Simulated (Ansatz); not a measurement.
A relaxation, step by step

GaH3ClO2F, singlet, PBE0-D4/def2-TZVP (Ansatz 0.2.0). Settings:

```yaml
hamiltonian: {xc: pbe0, dispersion: d4}
relax: {f_tol: 0.005, max_steps: 200}
```

Start, a step off a saddle point along its unstable mode:

Ga1  (-0.335, -0.240, 0.065)
F2  (0.722, 1.441, -0.191)
O3  (-1.553, -0.390, -1.214)
O4  (-0.791, -0.406, 1.773)
H5  (1.407, 0.836, -0.317)
Cl6  (1.837, -0.824, -0.400)
H7  (-1.244, -0.249, -2.097)
H8  (-0.044, -0.168, 2.381)
(Å)

```csv
step,energy less the last (meV),largest force component (eV/Å)
1,440.1,3.356
2,153.8,0.863
3,79.0,0.665
4,67.4,0.749
5,11.8,0.414
6,3.5,0.116
7,3.2,0.217
8,1.2,0.133
9,0.3,0.030
10,0.1,0.043
11,0.0,0.005
12,0.0,0.002
```

Step 2, positions (Å) and forces (eV/Å):

```json
{"atom": "Ga1", "x": "-0.325", "y": "-0.265", "z": "0.077", "Fx": "-0.243", "Fy": "-0.557", "Fz": "0.128"}
{"atom": "F2", "x": "0.681", "y": "1.500", "z": "-0.171", "Fx": "-0.222", "Fy": "0.717", "Fz": "0.014"}
{"atom": "O3", "x": "-1.543", "y": "-0.358", "z": "-1.200", "Fx": "0.064", "Fy": "0.012", "Fz": "-0.001"}
{"atom": "O4", "x": "-0.809", "y": "-0.338", "z": "1.782", "Fx": "0.863", "Fy": "0.117", "Fz": "0.367"}
{"atom": "H5", "x": "1.419", "y": "0.893", "z": "-0.358", "Fx": "0.538", "Fy": "0.147", "Fz": "-0.100"}
{"atom": "Cl6", "x": "1.816", "y": "-0.894", "z": "-0.412", "Fx": "-0.274", "Fy": "-0.271", "Fz": "0.036"}
{"atom": "H7", "x": "-1.202", "y": "-0.294", "z": "-2.094", "Fx": "0.030", "Fy": "-0.034", "Fz": "0.057"}
{"atom": "H8", "x": "-0.037", "y": "-0.243", "z": "2.376", "Fx": "-0.755", "Fy": "-0.132", "Fz": "-0.499"}
```

Step 4, positions (Å) and forces (eV/Å):

| atom | x | y | z | Fx | Fy | Fz |
| --- | --- | --- | --- | --- | --- | --- |
| Ga1 | -0.322 | -0.369 | 0.072 | -0.064 | 0.246 | -0.015 |
| F2 | 0.672 | 1.572 | -0.132 | 0.749 | -0.466 | -0.293 |
| O3 | -1.541 | -0.294 | -1.202 | 0.015 | -0.133 | 0.083 |
| O4 | -0.780 | -0.241 | 1.766 | -0.255 | -0.166 | -0.025 |
| H5 | 1.433 | 1.001 | -0.356 | -0.540 | 0.715 | 0.206 |
| Cl6 | 1.756 | -0.971 | -0.438 | -0.118 | -0.135 | -0.005 |
| H7 | -1.171 | -0.384 | -2.081 | 0.013 | -0.028 | -0.125 |
| H8 | -0.046 | -0.313 | 2.372 | 0.201 | -0.033 | 0.174 |

Step 5, positions (Å) and forces (eV/Å):

| atom | x | y | z | Fx | Fy | Fz |
| --- | --- | --- | --- | --- | --- | --- |
| Ga1 | -0.326 | -0.343 | 0.077 | 0.071 | -0.150 | -0.017 |
| F2 | 0.695 | 1.630 | -0.156 | 0.414 | -0.287 | -0.127 |
| O3 | -1.544 | -0.317 | -1.202 | 0.025 | 0.029 | 0.020 |
| O4 | -0.791 | -0.299 | 1.777 | -0.163 | 0.032 | -0.046 |
| H5 | 1.490 | 1.151 | -0.367 | -0.294 | 0.256 | 0.084 |
| Cl6 | 1.694 | -1.085 | -0.436 | -0.162 | 0.179 | 0.036 |
| H7 | -1.165 | -0.411 | -2.078 | -0.016 | -0.024 | -0.023 |
| H8 | -0.053 | -0.327 | 2.385 | 0.125 | -0.035 | 0.074 |

Last step (12):

| atom | x (Å) | y (Å) | z (Å) |
| --- | --- | --- | --- |
| Ga1 | -0.3271 | -0.3478 | 0.0841 |
| F2 | 0.7215 | 1.6481 | -0.1928 |
| O3 | -1.5445 | -0.2969 | -1.1934 |
| O4 | -0.8046 | -0.2726 | 1.7822 |
| H5 | 1.5270 | 1.2060 | -0.3895 |
| Cl6 | 1.6841 | -1.0713 | -0.4101 |
| H7 | -1.1824 | -0.4510 | -2.0684 |
| H8 | -0.0741 | -0.4145 | 2.3878 |

The run took 14 s on 8 CPU threads of an Intel Xeon 6975P-C (shared host), with 0.61 GiB of host memory at its peak.
